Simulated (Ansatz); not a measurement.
Cl2F2H2MoO2 (`[OH][Mo]([OH])([F])([F])([Cl])[Cl]`), relaxed with RKS PBE0-D4/def2-TZVP in the Gaussian-basis code of Ansatz from a GFN2-xTB geometry. The force threshold is 0.005 eV/Å; the program also tests the step.

Charge 0, multiplicity 1. Mo: def2 effective core potential.

Start:

```xyz
9

O     1.004    0.450   -1.076
Mo   -0.084    0.183    0.251
O    -0.549   -1.413   -0.250
F     0.303    1.806    0.873
F    -1.165    0.041    1.659
Cl   -1.863    1.161   -0.873
Cl    1.607   -0.626    1.614
H     1.625    0.697   -1.767
H    -0.878   -2.299   -0.431
```

(1) How much energy does the relaxation release, and in how many steps? (Estimate.)

(2) Which bonds change most? (Best estimate.)

(3) Give the relaxed structure. (An estimate is asked.)

Answers

(1) The calculation gave: 13.25 kcal/mol, in 32 steps, 3 of them rejected.

(2) Computed: O1–Mo2 from 1.736 to 1.845 Å; Mo2–O3 from 1.736 to 1.825 Å; Mo2–F4 from 1.780 to 1.854 Å; Mo2–F5 from 1.781 to 1.843 Å.

(3) Computed: 
```xyz
9

O     1.107    0.271   -1.164
Mo   -0.007    0.064    0.293
O    -0.537   -1.611   -0.200
F     0.256    1.889    0.488
F    -0.912    0.200    1.892
Cl   -1.970    0.714   -0.795
Cl    1.730   -0.678    1.571
H     1.611    1.071   -1.352
H    -1.277   -1.920   -0.733
```
